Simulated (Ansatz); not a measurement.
# Abstraction of Br: CH2BrF + CH2Br → CH2F + CH2Br2

Species: CH2BrF (bromofluoromethane) `FCBr`, singlet; CH2Br `[CH2]Br`, doublet; CH2F `[CH2]F`, doublet; CH2Br2 (dibromomethane) `BrCBr`, singlet. A radical takes Br: the energy is the difference in strength between two C–Br bonds in different surroundings.

Shapes, held fixed at every level: PBE0-D4/def2-TZVP. Programs: Ansatz 0.2.0. The zero-point and thermal change to 298 K, harmonic and unscaled (PBE0-D4/def2-TZVP), is +0.2 kJ/mol.

Question: Estimate ΔH(298 K) of this reaction.

Answer: The highest level, CCSD(T)/def2-TZVPP, gives ΔH(298 K) = +19.0 kJ/mol; the levels span +12.4 to +23.2. The column of differences is taken from that level and isn't an error. No measured value is set beside it here. Open shells run unrestricted. Relativity is left out for Br. Outer-core shells of Br are correlated, in sets that cover them unevenly. Times are processor times on shared x86 and Arm servers, and rough.

```csv
level,kind,ΔH(298 K) (kJ/mol),less CCSD(T)/def2-TZVPP,CPU time (sum over the molecules)
MP2/def2-SVP,perturbation theory,+12.4,-6.6,–
r2SCAN-D4/def2-TZVPP,meta-GGA,+23.2,+4.2,25 s
B3LYP-D4/def2-TZVPP,global hybrid,+19.1,+0.1,19 s
BHLYP-D4/def2-TZVPP,global hybrid,+18.4,-0.6,15 s
wB97M-V/def2-TZVPP,range-separated hybrid,+19.6,+0.6,48 s
wB97X-V/def2-TZVPP,range-separated hybrid,+20.0,+1.0,38 s
CCSD/def2-SVP,coupled cluster or CI,+18.6,-0.4,–
CCSD(T)/def2-TZVPP,coupled cluster or CI,+19.0,0.0,82 s
```
